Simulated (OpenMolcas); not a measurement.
# Re3+: moving or changing the point charges

Re3+ among 6 point charges of -1.7 e arranged as a tetragonal octahedron (D4h), 2.07 Å from the ion, with the axial distance 2.484 Å.

```json
{
  "Program": "OpenMolcas",
  "Method": "SS-CASPT2, IPEA 0.25 Eh, imaginary shift 0.1 Eh (closed shells correlated: 5s 5p)",
  "Basis": "ANO-RCC-VDZP [7s6p4d2f1g]",
  "Scalar Hamiltonian": "DKH2, point nucleus",
  "Active space": "4 electrons in 5 orbitals (5d)",
  "State averaging": "2S+1 = 5 even, 5 roots; 2S+1 = 3 even, 45 roots; 2S+1 = 1 even, 50 roots",
  "Spin-orbit coupling": "RASSI with atomic mean-field integrals over the reference wave functions"
}
```

Runs around this geometry, states (labels of D4, the rotations of D4h). Energies in cm-1 above the lowest state or level, χT in cm3 K/mol.

| R (Å) | q (e) | Axial / equatorial distance | Ground state | First state of that spin | First gap with spin-orbit (degeneracies) | χT at 300 K | First state of another spin |
| --- | --- | --- | --- | --- | --- | --- | --- |
| 2.07 | -1.1 | 1.2 | 5B1 | 5B2 7740 | 1430 (1, 1) | 0.252 | 3E 13620 |
| 1.87 | -1.7 | 1.2 | 5B1 | 5A1 17030 | 890 (1, 1) | 0.620 | 3E 9080 |
| 2.07 | -1.7 | 1.2 | 5B1 | 5B2 11800 | 1000 (1, 1) | 0.460 | 3E 12250 |
| 2.18 | -1.7 | 1.2 | 5B1 | 5B2 9420 | 1140 (1, 1) | 0.362 | 3E 13360 |
| 2.07 | -1.7 | 1.3 | 5B1 | 5B2 11570 | 770 (1, 1) | 0.591 | 3E 14710 |

Scaling the charges by -1.1 / -1.7 = 0.65 scales the first state of the same spin by 7740 / 11800 = 0.66; with fixed orbitals a first-order splitting would follow the charge.

This shell can be high or low spin here, a state of another spin lies low, and with metal d orbitals alone active their balance is uncertain, so the ground spin may be wrong. Point charges give a weaker field than real ligands, and real ions of this kind are as a rule low spin; the high spin found here belongs to the model. Free-ion shares, where given, are those of the reference states; single-state CASPT2 does not remix them. Spin-orbit coupling mixes the spin-free states strongly: the lowest level takes only 52 % from its leading state, 5B1 (figures for R = 2.07, q = -1.1, ratio = 1.2; the like holds for R = 1.87, q = -1.7, ratio = 1.2, R = 2.07, q = -1.7, ratio = 1.2, R = 2.18, q = -1.7, ratio = 1.2). Point charges carry no covalency, so the field is a model and not that of real ligands. No measured value stands beside these numbers.
